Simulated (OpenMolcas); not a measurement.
**Levels of Sb3+ by method**

```yaml
Program: OpenMolcas 26.06
Basis: ANO-RCC-VQZP [8s7p5d3f2g]
Scalar_Hamiltonian: DKH2, point nucleus
Active_space: 2 electrons in 9 orbitals (RAS2 5s 5p; RAS3 5d, at most 2 electrons)
State_averaging: 2S+1 = 3 even, 3 roots; 2S+1 = 1 even, 7 roots; 2S+1 = 3 odd, 3 roots; 2S+1 = 1 odd, 3 roots
Spin-orbit_coupling: state interaction with AMFI integrals over the reference wave functions, term energies averaged over their components
```

Methods on the same reference wave functions:
A. RASSCF
B. SS-RASPT2, IPEA 0.25 Eh, imaginary shift 0.1 Eh (closed shells correlated: 4d)
C. MS-RASPT2, IPEA 0.25 Eh, imaginary shift 0.1 Eh (closed shells correlated: 4d)

Energies in cm-1 above 5s2 1S0, the measured ground level; measured values from Moore, Atomic Energy Levels, vol. III, NSRDS-NBS 35 (1971 reprint of NBS Circular 467, 1958).

| Level | A | B | C | Measured |
| --- | --- | --- | --- | --- |
| 5s2 1S0 | 0.0 | 0.0 | 0.0 | 0.0 |
| 5s 5p 3P* 0 | 59043 | 65010 | 65590 |  |
| 5s 5p 3P* 1 | 61031 | 66930 | 67510 | 66700 |
| 5s 5p 3P* 2 | 65726 | 71700 | 72270 | 72560 |
| 5s 5p 1P* 1 | 96774 | 94450 | 95030 | 95952 |
| 5p2 1D2 | 148079 | 156120 | 156700 | 155956 |
| 5p2 3P0 | 148453 | 152900 | 153480 | 152076 |
| 5p2 3P1 | 151605 | 156280 | 156850 | 156388 |
| 5p2 3P2 | 156719 | 162020 | 162600 | 163524 |

Deviations, from unrounded energies. A percentage is the sum of absolute deviations over the sum of measured energies, with the sign that they share, or ± where signs differ.

```csv
Against measurement,Levels,A,B,C
mean absolute deviation (cm-1),7,5200,740,790
other configurations (%),7,±4.2,±0.6,±0.6
```

B lies closest to measurement on these levels and A furthest from it. The largest miss of B in the table is 5s 5p 1P* 1, by -1500 cm-1. The ranking rests on the paired levels alone, and a cruder setting can come out closer through cancelling errors.

Between B and C the level of the table that moves most is 5s 5p 1P* 1, by 580 cm-1 (lowest in B, highest in C). Moves below CASPT2's spread within the term are not significant.

The mean deviations of B to C differ by less than CASPT2's widest spread within a term (79 cm-1), so their order carries little weight.

The lowest spin-free term lies below A's lowest term by 0.443 hartree in B, 0.446 hartree in C.

CASPT2 breaks the degeneracy within a term, and the mean is taken; among the terms shown or strongly mixed into the levels shown the widest spread is 79 cm-1 (5p2 1D, C). Active for correlation alone: 5d; no level in the range computed is led by a configuration that fills it, so any true level of that kind is missing. Some terms mix strongly with configurations of 5d, whose occupation reaches 0.29 (5p2 1D). Measured partners are found by configuration, term and J. A level has none where our copy of the source lacks it or the pairing is in doubt (some pairs that miss far off the trend of their configuration count as doubtful), and it then counts in no deviation. Levels of configurations outside the active space are missing. Levels that lie high or do not pair safely by name in every column are left out.

* marks odd parity.
